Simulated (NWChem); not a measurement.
A series in which one site is exchanged, each optimised at PBE0/def2-SVP with NWChem, gas phase unless a solvent is named. This build's default masses of Se (78.918 u) and Br (79.917 u) are each other's, which moves their modes by up to 0.6 %. Some are not confirmed as minima by frequencies. def2 effective core potentials on Cd; no spin-orbit coupling.

A: [MgH][SeH] (MgH2Se; site = Mg)
B: [ZnH][SeH] (ZnH2Se; site = Zn)
C: [SeH][CdH] (CdH2Se; site = Cd)
D: [SeH]S (H₂SeS; site = S)

| quantity | A | B | C | D |
|---|---|---|---|---|
| dipole (D), PBE0/def2-SVP | 1.04 | ? | 1.29 | 1.29 |
| orbital gap (eV), PBE0/def2-SVP | 5.87 | ? | 5.80 | 5.88 |
| vertical ionisation energy, ΔSCF, PBE0/def2-SVP (eV) | 9.07 | ? | 8.98 | 9.56 |
| static polarisability, PBE0/def2-SVPD (bohr³) | 61.9 | ? | 64.4 | 51.4 |

Problem. What belongs in the gaps?

Solution. 
- dipole (D), PBE0/def2-SVP, B: 1.28
- orbital gap (eV), PBE0/def2-SVP, B: 6.68
- vertical ionisation energy, ΔSCF, PBE0/def2-SVP (eV), B: 9.18
- static polarisability, PBE0/def2-SVPD (bohr³), B: 57.2
